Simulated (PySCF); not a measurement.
## Run times: praseodymium in x2c-TZVPall-2c

Measured wall times of calculations with PySCF 2.14 in x2c-TZVPall-2c (11s11p10d4f1g, 131 functions), with two-component X2C-1e, run from one Python driver. Hardware: 1 thread of Neoverse-V2 on a shared host, 3 GiB allowed. The two-electron integrals over 131 functions were computed once and kept in memory (13 CPU seconds with the set-up); the times below exclude them.

Launch command (the driver calls PySCF for each step listed in the task file):

```bash
OMP_NUM_THREADS=1 python sorun2.py TASK.json OUT
```

| species | step | iterations | wall time (s) |
| --- | --- | --- | --- |
| Pr³⁺ [Xe] 4f2 | GHF, spin-free | 8 | 11 |
| Pr³⁺ [Xe] 4f2 | GMP2 (28 electrons), spin-free |  | 9.2 |
| Pr³⁺ [Xe] 4f2 | GMP2 (28 electrons), screened spin-orbit |  | 7.8 |
| Pr⁴⁺ [Xe] 4f1 | GHF, spin-free | 20 | 23 |
| Pr⁴⁺ [Xe] 4f1 | GMP2 (27 electrons), spin-free |  | 7.5 |
| Pr⁴⁺ [Xe] 4f1 | GHF, screened spin-orbit | 13 | 16 |
| Pr⁴⁺ [Xe] 4f1 | GMP2 (27 electrons), screened spin-orbit |  | 7.4 |

Question: Roughly how long does GHF, screened spin-orbit take for Pr³⁺ [Xe] 4f2 here?

Answer: About 35 s.

Peak memory of the process: 0.86 GiB. Times on a shared host vary from run to run.
